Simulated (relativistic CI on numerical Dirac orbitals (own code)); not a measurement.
## Calculated levels, Cd¹⁹⁺

Computed by Dirac-Coulomb-Breit CI, KLI orbitals optimised for each configuration, a model potential for QED, unscaled Slater integrals (own radial code, finite nucleus).

Configuration list (outside the closed core [Ar]): 3d10.4s, 3d10.4p, 3d10.4d, 3d10.4f, 3d10.5s, 3d10.5p, 3d10.5d, 3d10.5f, 3d10.5g, 3d10.6s, 3d9.4p2, 3d10.6p, 3d9.4s2, 3d8.4s.4p2, 3d10.6d, 3d10.6f. Levels of other configurations are missing.

The lowest level is 3d10.4s 2S_1/2, with 100 % of that term; Hund's rules for 3d10.4s give 2S with J = 1/2, in agreement.

| No. | Configuration | Term | J | E (eV) | % | Landé g |
| --- | --- | --- | --- | --- | --- | --- |
| 1 | 3d10.4s | 2S | 1/2 | 0.000 | 100 | 2.000 |
| 2 | 3d10.4p | 2P° | 1/2 | 40.956 | 100 | 0.664 |
| 3 | 3d10.4p | 2P° | 3/2 | 50.062 | 100 | 1.333 |
| 4 | 3d10.4d | 2D | 3/2 | 116.804 | 100 | 0.798 |
| 5 | 3d10.4d | 2D | 5/2 | 118.488 | 100 | 1.199 |
| 6 | 3d10.4f | 2F° | 5/2 | 188.025 | 100 | 0.856 |
| 7 | 3d10.4f | 2F° | 7/2 | 188.156 | 100 | 1.142 |
| 8 | 3d10.5s | 2S | 1/2 | 233.120 | 100 | 2.001 |
| 9 | 3d10.5p | 2P° | 1/2 | 251.713 | 100 | 0.665 |
| 10 | 3d10.5p | 2P° | 3/2 | 255.705 | 100 | 1.333 |
| 11 | 3d10.5d | 2D | 3/2 | 285.863 | 100 | 0.799 |
| 12 | 3d10.5d | 2D | 5/2 | 286.638 | 100 | 1.200 |
| 13 | 3d10.5f | 2F° | 5/2 | 316.875 | 100 | 0.856 |
| 14 | 3d10.5f | 2F° | 7/2 | 316.975 | 100 | 1.143 |
| 15 | 3d10.5g | 2G | 7/2 | 326.524 | 100 | 0.888 |
| 16 | 3d10.5g | 2G | 9/2 | 326.565 | 100 | 1.111 |
| 17 | 3d10.6s | 2S | 1/2 | 342.417 | 100 | 2.002 |
| 18 | 3d10.6p | 2P° | 1/2 | 352.384 | 100 | 0.665 |
| 19 | 3d10.6p | 2P° | 3/2 | 354.507 | 100 | 1.334 |
| 20 | 3d10.6d | 2D | 3/2 | 370.740 | 100 | 0.799 |
| 21 | 3d10.6d | 2D | 5/2 | 371.151 | 77 | 1.199 |
| 22 | 3d9.4s2 | 2D | 5/2 | 371.222 | 76 | 1.198 |
| 23 | 3d9.4s2 | 2D | 3/2 | 378.272 | 98 | 0.796 |
| 24 | 3d10.6f | 2F° | 5/2 | 387.339 | 100 | 0.856 |
| 25 | 3d10.6f | 2F° | 7/2 | 387.408 | 100 | 1.143 |
| 26 | 3d9.4p2(3P) | 4D | 5/2 | 453.662 | 34 | 1.231 |
| 27 | 3d9.4p2(3P) | 4D | 7/2 | 459.544 | 65 | 1.353 |
| 28 | 3d9.4p2(3P) | 4D | 3/2 | 459.750 | 56 | 1.021 |
| 29 | 3d9.4p2(3P) | 2F | 5/2 | 461.577 | 50 | 1.103 |
| 30 | 3d9.4p2(1D) | 2G | 9/2 | 462.505 | 52 | 1.215 |
| 31 | 3d9.4p2(3P) | 2P | 3/2 | 462.592 | 50 | 1.063 |
| 32 | 3d9.4p2(1D) | 2S | 1/2 | 463.281 | 41 | 1.160 |
| 33 | 3d9.4p2(1D) | 2D | 5/2 | 463.435 | 53 | 1.324 |
| 34 | 3d9.4p2(3P) | 2D | 3/2 | 463.522 | 54 | 1.025 |
| 35 | 3d9.4p2(3P) | 2F | 7/2 | 463.667 | 49 | 1.207 |
| 36 | 3d9.4p2(3P) | 4D | 1/2 | 466.095 | 67 | 0.520 |
| 37 | 3d9.4p2(3P) | 4F | 3/2 | 468.047 | 50 | 0.790 |
| 38 | 3d9.4p2(3P) | 4F | 5/2 | 468.319 | 49 | 1.083 |
| 39 | 3d9.4p2(1D) | 2G | 7/2 | 469.663 | 57 | 1.032 |
| 40 | 3d9.4p2(1D) | 2P | 1/2 | 470.492 | 61 | 1.413 |
| 41 | 3d9.4p2(1D) | 2F | 5/2 | 470.547 | 35 | 1.162 |
| 42 | 3d9.4p2(3P) | 4F | 9/2 | 471.378 | 52 | 1.225 |
| 43 | 3d9.4p2(3P) | 4P | 3/2 | 471.511 | 49 | 1.288 |
| 44 | 3d9.4p2(3P) | 2P | 1/2 | 472.405 | 79 | 0.930 |
| 45 | 3d9.4p2(1D) | 2F | 7/2 | 472.642 | 88 | 1.169 |
| 46 | 3d9.4p2(3P) | 2P | 3/2 | 473.855 | 77 | 1.223 |
| 47 | 3d9.4p2(1D) | 2D | 5/2 | 473.942 | 91 | 1.216 |
| 48 | 3d9.4p2(1D) | 2D | 3/2 | 478.436 | 44 | 1.159 |
| 49 | 3d9.4p2(3P) | 4P | 1/2 | 478.733 | 56 | 1.962 |
| 50 | 3d9.4p2(1D) | 2F | 5/2 | 479.110 | 47 | 1.054 |
| 51 | 3d9.4p2(3P) | 2F | 7/2 | 479.116 | 39 | 1.069 |
| 52 | 3d9.4p2(1S) | 2D | 5/2 | 480.865 | 58 | 1.122 |
| 53 | 3d9.4p2(1S) | 2D | 3/2 | 486.881 | 85 | 0.809 |

Energies count from the lowest computed level; ° marks odd parity. Percentages are summed over parent terms; the parents shown are those of the largest component, closed shells are left out there.

The mean weight of the leading LS term, summed over parents, in these 53 levels is 76 %, and that of the leading jj configuration (from the same eigenvectors) 90 %, so jj coupling describes them better and the LS labels are nominal.

At this charge energies of transitions that change n are usually good to better than 1 %, and those within a shell (Δn = 0) to a few per cent.

LS names give the leading component of a level, which can be under half, so a name can repeat, a term be missing and a line seem to break the LS rules.
